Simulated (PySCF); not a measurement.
From one molecule to another.

First species: 2-methyl-1-butene, C5H10.
SMILES: `CC(CC)=C`

Second species: C4H7FO2S.
Cartesian coordinates in Å at the GFN2-xTB level; atoms count from 1:
```
atom  x, y, z in Å
C1     1.5339    0.0699    0.7009
C2     0.5909    0.1397   -0.4915
C3    -0.5201    1.1727   -0.2687
S4    -1.6125   -0.1820    0.2984
O5    -1.5144   -0.3822    1.7149
O6    -2.9063   -0.2200   -0.3071
C7    -0.2683   -1.1290   -0.5724
F8    -0.6405   -1.4347   -1.8421
H9     0.9601   -0.1127    1.6064
H10    2.2587   -0.7308    0.5735
H11    2.0743    1.0071    0.8091
H12    1.1447    0.3031   -1.4201
H13   -0.3037    1.9450    0.4596
H14   -0.9206    1.5930   -1.1844
H15    0.1195   -2.0311   -0.0984
```

Levels: B3LYP/def2-SVPD for dipole moment, HOMO energy, LUMO energy, HOMO–LUMO gap, static isotropic polarisability and electronic spatial extent ⟨r²⟩ about the centre of nuclear charge; TDDFT B3LYP/def2-SVPD for lowest singlet excitation; TDA B3LYP/def2-SVPD for lowest triplet excitation (Tamm–Dancoff); GFN2-xTB for rotational constant A and rotational constant C. Geometries: GFN2-xTB. Each structure is a single optimised conformer of the isolated species, non-relativistic unless stated; the electronic structure was computed with PySCF and density fitting.

The conformers computed, where there is a choice (atom-mapped SMILES and torsion angles):
- `[CH2:1]=[C:2]([CH3:3])[CH2:4][CH3:5]`: C1–C2–C4–C5 103°

(1) Which of the two has the higher rotational constant C, and by how much?

(2) Which of the two has the higher HOMO–LUMO gap, and by how much?

(3) Which of the two has the higher ⟨r²⟩, and by how much?

(4) Which of the two has the higher dipole moment, and by how much?

(5) Which of the two has the higher static isotropic polarisability, and by how much?

(6) Which of the two has the higher S1 energy, and by how much?

(7) Which of the two has the higher rotational constant A, and by how much?

(8) Which of the two has the higher T1 energy, and by how much?

Answers

(1) The first: 2.937 GHz against 1.342 GHz, a difference of 1.595 GHz.

(2) The second: 8.22 eV against 7.08 eV, a difference of 1.14 eV.

(3) The second: 972 bohr² against 505 bohr², a difference of 467 bohr².

(4) The second: 5.04 D against 0.54 D, a difference of 4.50 D.

(5) The second: 72.0 au against 63.1 au, a difference of 8.9 au.

(6) The second: 7.08 eV against 6.43 eV, a difference of 0.65 eV.

(7) The first: 7.194 GHz against 2.391 GHz, a difference of 4.803 GHz.

(8) The second: 6.60 eV against 4.47 eV, a difference of 2.13 eV.

On the first: S1 lies 0.65 eV below the HOMO–LUMO gap; its leading configuration is HOMO→LUMO+1, weight 0.64, beside HOMO→LUMO, weight 0.34.

On the second: The vertical singlet–triplet gap S1 − T1 is 0.48 eV (TDDFT singlet less Tamm–Dancoff triplet; S1: HOMO→LUMO, weight 0.93; T1: HOMO→LUMO, weight 0.66). The dipole matches unit charges of opposite sign 1.05 Å apart (1 e·Å = 4.8032 D).
